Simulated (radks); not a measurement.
Task: The mean radii <r> (bohr) of the occupied orbitals of an atom or ion are listed with their occupations. Method: scalar-relativistic Kohn-Sham, Slater X-alpha with alpha = 0.626, spin-unpolarised, spherical densities, finite nucleus; Fermi nuclear charge, rms radius of each element as measured or else 0.836 A^(1/3) + 0.57 fm; computed with a radial shooting solver on a logarithmic mesh with Libxc functionals.

| orbital | occ. | <r> |
|---|---|---|
| 1s | 2 | 0.01607 |
| 2s | 2 | 0.06768 |
| 2p | 6 | 0.06148 |
| 3s | 2 | 0.1748 |
| 3p | 6 | 0.1767 |
| 3d | 10 | 0.1601 |
| 4s | 2 | 0.3849 |
| 4p | 6 | 0.4107 |
| 4d | 10 | 0.4319 |
| 5s | 2 | 0.8543 |
| 4f | 14 | 0.4553 |
| 5p | 6 | 0.9788 |
| 5d | 10 | 1.313 |
| 6s | 2 | 2.272 |
| 6p | 1 | 3.087 |

Name the element and its charge.

Result: Z = 82, lead, charge +1: Pb+ in [Hg] 6p1. The 1s radius gives Z: for a bare nucleus <r> = (2 gamma + 1)/(2Z) with gamma = sqrt(1 - (Z/c)^2), 0.01587 bohr for Z = 82, and screening makes it slightly larger (0.01607 here). The occupations add up to 81, and the charge is Z minus that.
